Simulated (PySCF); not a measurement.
F2H4Si2, SMILES F[SiH2][SiH2]F.

The structure is a stationary point at r2SCAN-D4/def2-SVP. Other conformers were not sampled.

These are CAM-B3LYP/def2-TZVP in PySCF values and carry that method's errors.

Symmetry labels are those of the subgroup C2 that the program uses (full group C2).

Computed valence orbital energies around the gap with their symmetry:
```
orbital  symmetry  energy (eV)
-------  --------  -----------
HOMO−7          B       -14.42
HOMO−6          A       -14.37
HOMO−5          B       -14.18
HOMO−4          A       -14.17
HOMO−3          B       -13.51
HOMO−2          B       -11.47
HOMO−1          A       -11.36
HOMO            A        -9.84
LUMO            A         0.01
LUMO+1          B         0.37
LUMO+2          B         1.69
LUMO+3          A         2.25
```
